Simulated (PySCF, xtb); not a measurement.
3-ethenylsiletane (C₅H₁₀Si), SMILES [SiH2]1CC(C=C)C1.

xtb 6.7.1 with GFN2-xTB at its own geometry gives an orbital gap of 4.61 eV and a dipole moment of 0.72 D.

The structure is a stationary point at PBE0-D3(BJ)/def2-SVP. One conformer was computed; it need not be the lowest.

What does PBE/def2-TZVP run with PySCF give? (Estimate from the structure and the level; the computed values follow.)

gap 5.14 eV (levels -6.21 and -1.07 eV), dipole 0.26 D.
